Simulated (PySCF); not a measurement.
CH10FNSi3, SMILES C[Si@H](F)N([SiH3])[SiH3].

Coordinates come from a TPSSh-D3(BJ)/def2-SVP optimisation. The structure was generated by enumeration; whether it is a known compound was not checked. The values are those of a single conformer.

Calculation: SMD-PBE0/6-31G* in PySCF.

Solvation free energies are E(SMD) − E(gas) at the gas-phase geometry, for 1 M in both phases. In vacuum the dipole moment is 1.59 D.

Computed solvation free energies in water, chlorobenzene, ethanol:
| solvent | ΔG(solv) (kcal/mol) | its non-electrostatic (CDS) part | dipole (D) |
|---|---|---|---|
| water | 3.4 | 5.7 | 2.11 |
| chlorobenzene | -1.5 | 0.3 | 1.97 |
| ethanol | -2.0 | 0.3 | 2.09 |
